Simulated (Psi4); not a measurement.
Ga (SMILES [Ga+]), charge +1, singlet; B3LYP/6-311G** (Psi4 1.11).

The Psi4 input:
```
memory 2 GB

molecule {
1 1
Ga    0.00000000    0.00000000    0.00000000
}

set {
  basis 6-311g**
}

energy('b3lyp')
print_variables()
```

### Question
Predict the main parts of the log of this Psi4 run.

### Answer

```
   => Loading Basis Set <=

    Name: 6-311G**
    Role: ORBITAL
    Keyword: BASIS

         ---------------------------------------------------------
                                   SCF
               by Justin Turney, Rob Parrish, Andy Simmonett
                          and Daniel G. A. Smith
                              RKS Reference
         ---------------------------------------------------------

  ==> Geometry <==

    Molecular point group: d2h
    Geometry (in Angstrom), charge = 1, multiplicity = 1:

       Center              X                  Y                   Z               Mass
    ------------   -----------------  -----------------  -----------------  -----------------
         GA           0.000000000000     0.000000000000     0.000000000000    68.925573500000

  Running in d2h symmetry.

  Rotational constants: A = ************  B = ************  C = ************ [cm^-1]
  Rotational constants: A = ************  B = ************  C = ************ [MHz]
  Nuclear repulsion =    0.000000000000000

  Charge       = 1
  Multiplicity = 1
  Electrons    = 30
  Nalpha       = 15
  Nbeta        = 15

  ==> Algorithm <==

  SCF Algorithm Type is DF.
  DIIS enabled.
  MOM disabled.
  Fractional occupation disabled.
  Guess Type is CORE.
  Energy threshold   = 1.00e-06
  Density threshold  = 1.00e-06
  Integral threshold = 1.00e-12

  ==> Primary Basis <==

  Basis Set: 6-311G**
    Blend: 6-311G**
    Number of shells: 18
    Number of basis functions: 44
    Number of Cartesian functions: 47
    Spherical Harmonics?: true
    Max angular momentum: 2

  ==> DFT Potential <==

   => LibXC <=

    Version 7.1.2
    S. Lehtola, C. Steigemann, M. J. T. Oliveira, and M. A. L. Marques,  SoftwareX 7, 1–5 (2018) (10.1016/j.softx.2017.11.002)

   => Composite Functional: B3LYP <=

    B3LYP Hyb-GGA Exchange-Correlation Functional

    P. J. Stephens, F. J. Devlin, C. F. Chabalowski, and M. J. Frisch,  J. Phys. Chem. 98, 11623 (1994) (10.1021/j100096a001)

    Deriv               =              1
    GGA                 =           TRUE
    Meta                =          FALSE

    Exchange Hybrid     =           TRUE
    MP2 Hybrid          =          FALSE

   => Exchange Functionals <=

    0.0800   Slater exchange
    0.7200         Becke 88

   => Exact (HF) Exchange <=

    0.2000               HF

   => Correlation Functionals <=

    0.1900   Vosko, Wilk & Nusair (VWN5_RPA)
    0.8100   Lee, Yang & Parr

   => LibXC Density Thresholds  <==
[...]
   @DF-RKS iter   7: -1924.60239123447695   -3.98522e-02   3.02735e-03 DIIS/ADIIS
   @DF-RKS iter   8: -1924.60281139231051   -4.20158e-04   1.56416e-04 DIIS/ADIIS
   @DF-RKS iter   9: -1924.60281254516144   -1.15285e-06   3.97394e-06 DIIS
   @DF-RKS iter  10: -1924.60281254588540   -7.23958e-10   3.74720e-08 DIIS
  Energy and wave function converged.

  ==> Post-Iterations <==

   Electrons on quadrature grid:
      Ntotal   =   30.0000004948 ; deviation = 4.948e-07

    Orbital Energies [Eh]
    ---------------------

    Doubly Occupied:

[...]
    Virtual:

[...]
    Final Occupation by Irrep:
             Ag   B1g   B2g   B3g    Au   B1u   B2u   B3u
    DOCC [     6,    1,    1,    1,    0,    2,    2,    2 ]
    NA   [     6,    1,    1,    1,    0,    2,    2,    2 ]
    NB   [     6,    1,    1,    1,    0,    2,    2,    2 ]

  @DF-RKS Final Energy: -1924.60281254588540

   => Energetics <=

    Nuclear Repulsion Energy =              0.0000000000000000
    One-Electron Energy =               -2674.0943198179897990
    Two-Electron Energy =                 809.6908014205694144
    DFT Exchange-Correlation Energy =     -60.1992941484649222
    Empirical Dispersion Energy =           0.0000000000000000
    VV10 Nonlocal Energy =                  0.0000000000000000
    Total Energy =                      -1924.6028125458853992

Computation Completed

Properties will be evaluated at   0.000000,   0.000000,   0.000000 [a0]

Properties computed using the SCF density matrix

 Multipole Moments:

 ------------------------------------------------------------------------------------
     Multipole            Electronic (a.u.)      Nuclear  (a.u.)        Total (a.u.)
 ------------------------------------------------------------------------------------

 L = 1.  Multiply by 2.5417464519 to convert [e a0] to [Debye]
 Dipole X            :          0.0000000            0.0000000            0.0000000
 Dipole Y            :          0.0000000            0.0000000            0.0000000
 Dipole Z            :          0.0000000            0.0000000            0.0000000
 Magnitude           :                                                    0.0000000

 ------------------------------------------------------------------------------------

  Variable Map:
  ----------------------------------------------------------------------------
[...]
  Array Variable Map:
  ----------------------------------------------------------------------------
[...]
[...]
```
